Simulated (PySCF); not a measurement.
# Tc²⁷⁺: ionisation energy

Tc²⁷⁺ [Ne] 3s2 3p4 (3P) → Tc²⁸⁺ [Ne] 3s2 3p3 (4S), as a difference of total energies. All numbers are calculated (PySCF 2.14, no relativity, point nucleus, in an even-tempered Gaussian basis (17 s from 3.1 bohr⁻², ratio 2.5; 11 p from 4.1 bohr⁻², ratio 2.5; 5 d from 20 bohr⁻², ratio 2.7; 4 f from 30 bohr⁻², ratio 2.7)). Correlated levels: outer shells: 1s2 frozen; virtual orbitals above 40 to 60 times the deepest correlated orbital energy dropped. The calculations carry no spin-orbit coupling.

| method | ionisation energy (eV) |
| --- | --- |
| UHF | 1466.8 |
| MP2 (outer shells) | 1467.8 |
| SCS-MP2 (outer shells) | 1467.8 |
| CCSD (outer shells) | 1467.7 |
| CCSD(T) (outer shells) | 1467.7 |

Spin-orbit coupling is strong in these open shells (close to jj coupling). The scalar numbers leave it out and a first-order estimate fails, so it can dominate the gap to the real levels.

The gap to the reference is mostly relativistic.

For comparison: 1479.5 ± 2 eV (semi-empirical (NIST evaluation); NIST Atomic Spectra Database, ionization energies).
